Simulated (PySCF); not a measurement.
Vertical excitations of a molecule C4H4Cl2 from TDDFT-PBE/def2-SVPD in PySCF 2.14.0, as energy in eV (oscillator strength): 4.65 (0.523), 5.30 (0.000), 5.35 (0.000), 5.44 (0.000), 5.62 (0.002), 5.79 (0.000), 6.14 (0.006), 6.20 (0.000), 6.68 (0.011), 6.88 (0.000). Lowest triplet (TDA): 2.80 eV. Coordinates come from a PBE0-D3(BJ)/def2-SVP optimisation. One conformer was computed; it need not be the lowest.

Which structure fits?
(A) C=C=CC(Cl)Cl
(B) CC=C=C(Cl)Cl
(C) C=CC=C(Cl)Cl
(D) Cl/C=C\C=C/Cl

D, Cl/C=C\C=C/Cl
